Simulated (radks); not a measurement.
Values are calculated unless marked as measured or tabulated.
Question: Successive ionisation energies (eV) of one element, from differences of total energies of ions in their ground configurations, starting at charge 22: 1099.2, 1166.3, 1234.2, 1331.1, 1404.2, 1478.3, 1553.3, 1629.1, 1872.5, 1939.7, 2005.6, 2101.6, 2171.4, 2239.9, 2422.5, 2499.8, 5910.9, 6102.3, 6288.6, 6570.2, 6770.5, 6965.3. Level of theory: scalar-relativistic Kohn-Sham, r2SCAN, spin-polarised, spherical densities, finite nucleus; open shells are filled with parallel spins first (spin-orbit coupling, left out, can overturn this in heavy ions); meta-GGA in the generalised Kohn-Sham scheme; Fermi nuclear charge, rms radius 4.6087 fm (a radial shooting solver on a logarithmic mesh with Libxc functionals). Which element is it?

Answer: Cadmium (Z = 48). The first species listed is Cd22+ in [Ar] 3d8, the last Cd43+ in [He] 2s2 2p1.
